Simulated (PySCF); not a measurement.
1,3-thiazol-4-ylsilane (C₃H₅NSSi), SMILES n1c([SiH3])csc1. Atoms are numbered in the order given.

```xyz
11

Si     0.0843    -2.3944     0.0000
C     -0.0175    -0.5170     0.0000
C      1.0473     0.3601     0.0000
S      0.4909     1.9933     0.0000
C     -1.1473     1.3924     0.0000
N     -1.2594     0.0976     0.0000
H      1.5213    -2.7837     0.0000
H     -0.5774    -2.9503    -1.2101
H     -0.5774    -2.9503     1.2101
H      2.1120     0.1318     0.0000
H     -1.9914     2.0852     0.0000
```
Charge 0, spin multiplicity 1.

Geometry optimised at TPSSh-D3(BJ)/def2-SVP.

The numbers are results of PBE/def2-TZVP (PySCF), not measurements.

Atomic charges (e):

```
atom  meta-Löwdin  Löwdin
----  -----------  ------
Si1          0.43    0.29
C2          -0.15   -0.40
C3          -0.27   -0.40
S4           0.28    0.69
C5          -0.14   -0.47
N6          -0.23    0.12
H7          -0.08   -0.03
H8          -0.07   -0.03
H9          -0.07   -0.03
H10          0.15    0.14
H11          0.15    0.13
```

Computed Mayer and Wiberg (Löwdin basis) orders of the bonds:
```tsv
bond	Mayer	Wiberg
Si1–C2	0.98	1.10
C2–C3	1.60	1.76
C3–S4	1.23	1.58
S4–C5	1.26	1.58
C2–N6	1.23	1.52
C5–N6	1.70	2.04
Si1–H7	0.95	0.94
Si1–H8	0.94	0.95
Si1–H9	0.94	0.95
C3–H10	0.92	0.87
C5–H11	0.93	0.89
```
